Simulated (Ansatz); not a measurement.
`[SiH3]OB(Cl)Br` + `ClBCl` → `[SiH3]OB(Cl)Cl` + `ClBBr` at 298.15 K and 1 bar (redistribution).

Gas-phase electronic energies from Ansatz, PBE0-D4/def2-TZVP geometries. CCSD(T)/CBS adds triple-zeta CCSD(T) − MP2 to the extrapolated MP2 energy (def2 sets, frozen cores). This one scheme is used for every species. For Br outer-core shells are correlated without core-valence functions, which leaves a few kJ/mol of doubt a bond. Scalar relativity is left out up to krypton. One conformer a species, not always the lowest.

| species | CCSD(T)/CBS energy (Eh) | H − E (kJ/mol) | S (J/(mol·K)) |
| --- | --- | --- | --- |
| `[SiH3]OB(Cl)Br` | -3424.11513 | 116.4 | 367.1 |
| `ClBCl` | -945.02167 | 50.8 | 268.0 |
| `[SiH3]OB(Cl)Cl` | -1310.57934 | 117.3 | 356.9 |
| `ClBBr` | -3058.55678 | 49.7 | 285.3 |

H − E and S are ideal-gas, rigid-rotor, harmonic terms from PBE0-D4/def2-TZVP, for one conformer and one mirror image of each species. 1 Eh = 2625.50 kJ/mol, R = 8.31446 J/(mol·K).

By hand: ΔE, ΔH, ΔS and ΔG.

ΔE = (-1310.57934) + (-3058.55678) − (-3424.11513) − (-945.02167) = 0.00068 Eh = 1.8 kJ/mol. Δ(H − E) = 117.3 + 49.7 − 116.4 − 50.8 = -0.2, so ΔH = 1.6 kJ/mol. ΔS = 356.9 + 285.3 − 367.1 − 268.0 = 7.1 J/(mol·K). ΔG = 1.6 − 298.15 × (7.1)/1000 = -0.5 kJ/mol.

By hand: the equilibrium constant, and the temperature at which ΔG would vanish if ΔH and ΔS stayed fixed.

log₁₀ K = −ΔG/(RT ln 10) = 0.1. ΔG = 0 at ΔH/ΔS = 225 K, though so small a ΔH makes that figure unsure.

TΔS isn't small against ΔH here. The sign of ΔG lies within the doubt. A doubt of 5 kJ/mol in ΔE shifts log₁₀ K by 0.9 here. Other conformers and mirror images would add mixing entropy, several J/(mol·K) or more a flexible species. These are equilibria of isolated gas molecules and say nothing of rates. Largest T1 diagnostic: 0.012 (customary marks: 0.02 for closed shells, 0.045 for open ones).
